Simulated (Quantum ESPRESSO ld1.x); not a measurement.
The numbers below are computed, except where a source is named.
Question: These are the eigenvalues of the occupied orbitals of an atom or ion with whole-number occupations (eV). Code: ld1.x of Quantum ESPRESSO 7.5. Model: scalar-relativistic Kohn-Sham, LDA (Slater exchange, Perdew-Wang correlation), spin-polarised, spherical densities, point nucleus.

orbital  eigenvalue
1s up      -19794.4
1s down    -19794.4
2s up      -2795.92
2s down    -2795.45
2p up      -2501.29
2p down    -2500.92
3s up      -474.851
3s down    -474.500
3p up      -378.337
3p down    -377.956
3d up      -220.813
3d down    -220.305
4s up      -64.9101
4s down    -62.4073
4p up      -39.1830
4p down    -36.4481
5s up       -4.8328
4d up       -4.6698

Which element is it, and in what charge state? The configuration may be excited.

Answer: Z = 42, molybdenum, charge 0: Mo in [Ar] 3d10 4s(up 1, down 1) 4p6 4d5 5s1. The list shows which subshells hold electrons but not how many an open one holds; the 1s level, -727.43 hartree, gives Z - s = 38.1 by -(Z - s)^2/2, which with screening and relativity narrows Z to a few neighbours, and the depths of the outer levels then fix element, charge and occupations together.
